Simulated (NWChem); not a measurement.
System meant: SrO; SMILES [O]=[Sr]

The following NWChem deck was run.

```
start job
memory heap 200 mb stack 900 mb global 1100 mb
geometry units angstroms noautoz
  Sr     0.000000     0.000000    -0.323726
  O      0.000000     0.000000     1.628569
end
basis spherical
  * library def2-svp
end
ecp
  Sr library def2-ecp
end
dft
  odft
  mult 2
  xc xpbe96 cpbe96
  iterations 150
  mulliken
end
task dft energy
```

End of the output:

```
 Summary of "ao basis" -> "" (spherical)
 ------------------------------------------------------------------------------
       Tag                 Description            Shells   Functions and Types
 ---------------- ------------------------------  ------  ---------------------
 *                          def2-svp                  on all atoms

 Summary of "ao basis" -> "ao basis" (spherical)
 ------------------------------------------------------------------------------
       Tag                 Description            Shells   Functions and Types
 ---------------- ------------------------------  ------  ---------------------
 Sr                         def2-svp                 9       23   4s3p2d
 O                          def2-svp                 6       14   3s2p1d

 Summary of "ao basis" -> "ao basis" (spherical)
 ------------------------------------------------------------------------------
       Tag                 Description            Shells   Functions and Types
 ---------------- ------------------------------  ------  ---------------------
 Sr                         def2-svp                 9       23   4s3p2d
 O                          def2-svp                 6       14   3s2p1d

      Symmetry analysis of basis
      --------------------------

        a1         15
        a2          0
        b1          3
        b2          3
        e          16

  number of electrons :                   18
  multiplicity        :                    2
 ------------------------------------------------------------------------
  no. of electrons and multiplicity not compatible                  18
 ------------------------------------------------------------------------
 ------------------------------------------------------------------------
  current input line :
    20: task dft energy
 ------------------------------------------------------------------------
 ------------------------------------------------------------------------
 There is an error in the input file
 ------------------------------------------------------------------------
 For more information see the NWChem manual at https://nwchemgit.github.io

0: no. of electrons and multiplicity not compatible:Received an Error in Communication
```

Question: What is wrong, and how is it mended?

Answer: The input was rejected before any calculation. Cause: the multiplicity doesn't fit the number of electrons (an even count wants an odd multiplicity, and the reverse). This input runs:
```
start job
memory heap 200 mb stack 900 mb global 1100 mb
geometry units angstroms noautoz
  Sr     0.000000     0.000000    -0.323726
  O      0.000000     0.000000     1.628569
end
basis spherical
  Sr library def2-svp
  O library def2-svp
end
ecp
  Sr library def2-ecp
end
dft
  xc xpbe96 cpbe96
  iterations 150
  mulliken
end
task dft energy
```
It converges to -105.76425 Ha (PBE/def2-SVP with def2 effective core potentials on Sr).
